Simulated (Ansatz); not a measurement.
Species: InI, net charge -1, doublet state. 
Structure (B3LYP-D3(BJ)/def2-TZVP (Ansatz, a first-principles code) minimum search):
```
In
I 1 3.0642
```
Charge -1, spin multiplicity 2.

Basis-set convergence of Hartree-Fock and CCSD correlation energies (hartree) with Ansatz. Valence correlation only, unless marked. UHF or UKS for open shells. Spin-orbit coupling is left out. The frozen core is the preceding noble-gas configuration, with the filled d and f shells of earlier blocks. In def2 rows, elements after Kr have scalar-relativistic effective core potentials.

```json
[
 {"basis": "def2-SVPD", "functions": "67", "E(HF)": "-485.96672", "E(corr, CCSD)": "-0.16383"},
 {"basis": "def2-TZVPPD", "functions": "115", "E(HF)": "-485.97790", "E(corr, CCSD)": "-0.20867"},
 {"basis": "def2-QZVPPD", "functions": "179", "E(HF)": "-485.97957", "E(corr, CCSD)": "-0.23120"}
]
```

Extrapolating the two largest sets (X = 3 and 4) as X^-3: E(corr) = (64·(-0.23120) - 27·(-0.20867))/37 = -0.2476 Eh, an estimate of the basis-set limit. The largest set recovers 93.4 % of it, the smallest 66.2 %.
